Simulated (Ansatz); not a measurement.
Ansatz (a first-principles code) input for CH₇ClSi₂, SMILES Cl[SiH2]C[SiH3], PBE-D3(BJ)/def2-SVP. 

Ansatz 0.2 input:
```yaml
crystal:
  periodic: [false, false, false]
  atoms:
    - {symbol: Si, position_ang: [-2.03223925, -0.14313298, -0.30569734]}
    - {symbol: C, position_ang: [-0.46662607, -1.13132701, -0.67843359]}
    - {symbol: Si, position_ang: [1.02865704, -0.67646251, 0.34131152]}
    - {symbol: Cl, position_ang: [1.29589831, 1.38257261, 0.28520824]}
    - {symbol: H, position_ang: [-1.90922731, 1.25009733, -0.82267619]}
    - {symbol: H, position_ang: [-2.26734988, -0.09861801, 1.17013971]}
    - {symbol: H, position_ang: [-3.20994648, -0.79623869, -0.95509215]}
    - {symbol: H, position_ang: [-0.22495301, -1.02158953, -1.74921044]}
    - {symbol: H, position_ang: [-0.67252601, -2.20236497, -0.50171941]}
    - {symbol: H, position_ang: [0.83016175, -1.06670361, 1.76590958]}
    - {symbol: H, position_ang: [2.27347696, -1.30601810, -0.18388806]}
basis:
  gaussian:
    orbitals: def2-SVP
hamiltonian:
  xc: pbe
  dispersion: d3bj
relax: {f_tol: 0.002, max_steps: 200}
```

It prints:

```
WARN ansatz: RAYON_NUM_THREADS=1 ignored (pool sized by the plan → 1); use --threads N
Functional definition: PBE
integrals: 0.05 GiB planned
1151 factors; their error is unknown
mean field: 0.27 GiB planned
mean field evaluation 1: about -29398.6616 eV, gradient 5.2e1 eV
mean field evaluation 2: about -29387.3419 eV, gradient 7.6e1 eV
mean field evaluation 4: about -29405.5134 eV, gradient 3.3e0 eV
mean field evaluation 8: about -29405.5436 eV, gradient 4.7e-2 eV
mean field evaluation 16: about -29405.4593 eV, gradient 4.4e-5 eV
mean field -29405.45932678 eV, -1080.6306985228 hartree, gradient 4.4e-5 eV, S^2 0.000000; 0 other end points of the search recorded, 0 dependent functions left out
the calculation of the forces begins
reference -29405.45936447 eV, -1080.6306999081 hartree; 29, 29 occupied and 74, 74 virtual orbitals, 1151 factors
relax step   1: F+E_penalty+E_count = -29405.74157612 eV  Δ(F+E_penalty+E_count) = +0.000e0 eV  max|allowed force component| = 2.556e-1 eV/Å  Δτ_max = 0.0000 Å  (26 SCF iters, accepted)
these checks for a lower state are left out or cut short: starts, cluster_reference, orbital_swaps, neighbouring_geometries, increment
integrals: 0.05 GiB planned
1151 factors; their error is unknown
mean field: 0.27 GiB planned
mean field -29405.47124403 eV, -1080.6311364740 hartree, gradient 1.7e-5 eV, S^2 0.000000; 0 other end points of the search recorded, 0 dependent functions left out
the calculation of the forces begins
reference -29405.47128181 eV, -1080.6311378621 hartree; 29, 29 occupied and 74, 74 virtual orbitals, 1151 factors
relax step   2: F+E_penalty+E_count = -29405.75205363 eV  Δ(F+E_penalty+E_count) = -1.048e-2 eV  max|allowed force component| = 6.884e-2 eV/Å  Δτ_max = 0.0197 Å  (27 SCF iters, accepted)
these checks for a lower state are left out or cut short: starts, cluster_reference, orbital_swaps, neighbouring_geometries, increment
integrals: 0.05 GiB planned
1151 factors; their error is unknown
mean field: 0.27 GiB planned
mean field -29405.47275694 eV, -1080.6311920724 hartree, gradient 1.7e-5 eV, S^2 0.000000; 0 other end points of the search recorded, 0 dependent functions left out
the calculation of the forces begins
reference -29405.47279477 eV, -1080.6311934624 hartree; 29, 29 occupied and 74, 74 virtual orbitals, 1151 factors
relax step   3: F+E_penalty+E_count = -29405.75303361 eV  Δ(F+E_penalty+E_count) = -9.800e-4 eV  max|allowed force component| = 2.891e-2 eV/Å  Δτ_max = 0.0099 Å  (28 SCF iters, accepted)
these checks for a lower state are left out or cut short: starts, cluster_reference, orbital_swaps, neighbouring_geometries, increment
integrals: 0.05 GiB planned
1151 factors; their error is unknown
mean field: 0.27 GiB planned
mean field evaluation 32: about -29405.5577 eV, gradient 2.0e-1 eV
mean field -29405.47279160 eV, -1080.6311933458 hartree, gradient 1.2e-5 eV, S^2 0.000000; 0 other end points of the search recorded, 0 dependent functions left out
the calculation of the forces begins
reference -29405.47282941 eV, -1080.6311947356 hartree; 29, 29 occupied and 74, 74 virtual orbitals, 1151 factors
relax step   4: F+E_penalty+E_count = -29405.75311495 eV  Δ(F+E_penalty+E_count) = -8.134e-5 eV  max|allowed force component| = 4.461e-3 eV/Å  Δτ_max = 0.0025 Å  (20 SCF iters, accepted)
these checks for a lower state are left out or cut short: starts, cluster_reference, orbital_swaps, neighbouring_geometries, increment
integrals: 0.05 GiB planned
1151 factors; their error is unknown
mean field: 0.27 GiB planned
mean field -29405.47276845 eV, -1080.6311924954 hartree, gradient 3.7e-5 eV, S^2 0.000000; 0 other end points of the search recorded, 0 dependent functions left out
the calculation of the forces begins
reference -29405.47280627 eV, -1080.6311938852 hartree; 29, 29 occupied and 74, 74 virtual orbitals, 1151 factors
relax step   5: F+E_penalty+E_count = -29405.75311976 eV  Δ(F+E_penalty+E_count) = -4.815e-6 eV  max|allowed force component| = 1.832e-3 eV/Å  Δτ_max = 0.0009 Å  (17 SCF iters, accepted)
these checks for a lower state are left out or cut short: starts, cluster_reference, orbital_swaps, neighbouring_geometries, increment
integrals: 0.05 GiB planned
1151 factors; their error is unknown
mean field: 0.27 GiB planned
mean field -29405.47272960 eV, -1080.6311910674 hartree, gradient 6.9e-5 eV, S^2 0.000000; 0 other end points of the search recorded, 0 dependent functions left out
the calculation of the forces begins
reference -29405.47276741 eV, -1080.6311924571 hartree; 29, 29 occupied and 74, 74 virtual orbitals, 1151 factors
relax step   6: F+E_penalty+E_count = -29405.75312327 eV  Δ(F+E_penalty+E_count) = -3.514e-6 eV  max|allowed force component| = 1.987e-3 eV/Å  Δτ_max = 0.0013 Å  (17 SCF iters, accepted)
integrals: 0.05 GiB planned
1151 factors; their error is unknown
mean field: 0.27 GiB planned
mean field evaluation 64: about -29405.4727 eV, gradient 4.5e-5 eV
mean field -29405.47272960 eV, -1080.6311910674 hartree, gradient 6.9e-5 eV, S^2 0.000000; 1 other end points of the search recorded, 0 dependent functions left out
the calculation of the forces begins
reference -29405.47276741 eV, -1080.6311924571 hartree; 29, 29 occupied and 74, 74 virtual orbitals, 1151 factors
Total energy: -29405.75316109 eV, -1080.6414967348 hartree
Atom 0 at    -2.040342    -0.140430    -0.306555 Å, force     0.001037    -0.000088    -0.000080 eV/Å
Atom 1 at    -0.466702    -1.136677    -0.682961 Å, force     0.000243     0.000259     0.000579 eV/Å
Atom 2 at     1.037084    -0.674233     0.343788 Å, force    -0.001757    -0.001627    -0.000766 eV/Å
Atom 3 at     1.304828     1.398244     0.288684 Å, force     0.000023     0.001987     0.000077 eV/Å
Atom 4 at    -1.914842     1.262529    -0.825448 Å, force     0.000426     0.000582    -0.000186 eV/Å
Atom 5 at    -2.276408    -0.097538     1.179220 Å, force    -0.000105    -0.000050     0.000769 eV/Å
Atom 6 at    -3.227608    -0.795365    -0.960639 Å, force    -0.000574     0.000143    -0.000213 eV/Å
Atom 7 at    -0.223701    -1.029353    -1.761614 Å, force     0.000093    -0.000319    -0.000770 eV/Å
Atom 8 at    -0.672965    -2.214837    -0.500756 Å, force    -0.000051    -0.001056     0.000133 eV/Å
Atom 9 at     0.834880    -1.072348     1.777429 Å, force     0.000034    -0.000191     0.000565 eV/Å
Atom 10 at     2.291102    -1.309776    -0.185295 Å, force     0.000631     0.000360    -0.000109 eV/Å
Dipole moment:    -0.052120    -0.366140    -0.121571 e Å
```

The run converged.
